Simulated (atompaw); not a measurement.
**Logarithmic derivatives: manganese, PAW (atompaw)**

atompaw 4.2.0.5 input, output lines left out:

```
Mn 25
GGA-PBE scalarrelativistic loggrid 1500 logderivrange -8 5 326
4 4 3 0 0 0
4 1 0
3 2 5
0 0 0
c
c
v
v
c
v
v
v
2
2.20 2.10 1.65 1.90
n
n
y
2.4
n
custom polynom vanderbiltortho sinc
3 1 ultrasoft
1.40
1.25
1.10
1.75
2.20
2.20
```

The phase is arctan(r·u′/u) with u = r·R(r), unwrapped; energies in Ry, scanned from -8 to 5 Ry. A pole is an energy at which the radial function vanishes at the test radius. The pseudo phase is shifted by a multiple of π to meet the all-electron one at the reference energy, and phase errors are pseudo minus all-electron; the curves can meet again beyond the range given. Levels narrower than the energy grid can be missing from the lists of poles.

```
channel  radius (bohr)  reference energy (Ry)  poles, all-electron  poles, pseudo  unbroken range about the reference energy with phases within 0.05 rad  phase error 1 Ry above the reference energy (rad)
      s           2.21                  -0.38          -6.28, 3.41    -6.28, 3.36                                                        the whole range                                             -0.001
      p           2.21                  -0.10          -3.94, 4.57    -3.94, 4.50                                                        the whole range                                             -0.001
      d           2.21                  -0.50                -0.19          -0.19                                                        the whole range                                             +0.003
```

Phases in the p channel:

```csv
E (Ry),all-electron,pseudo
-8.00,1.401,1.401
-7.52,1.395,1.395
-7.04,1.387,1.387
-6.56,1.379,1.379
-6.08,1.368,1.368
-5.60,1.355,1.355
-5.12,1.336,1.336
-4.64,1.298,1.298
-4.16,0.967,0.966
-3.68,-1.729,-1.729
-3.20,-1.792,-1.792
-2.72,-1.827,-1.828
-2.24,-1.862,-1.862
-1.76,-1.903,-1.903
-1.28,-1.957,-1.957
-0.80,-2.035,-2.035
-0.32,-2.162,-2.162
0.16,-2.397,-2.397
0.64,-2.878,-2.878
1.12,-3.608,-3.610
1.60,-4.110,-4.113
2.08,-4.356,-4.359
2.56,-4.489,-4.492
3.04,-4.571,-4.574
3.52,-4.628,-4.631
4.00,-4.671,-4.675
4.48,-4.706,-4.711
4.96,-4.737,-4.743
```
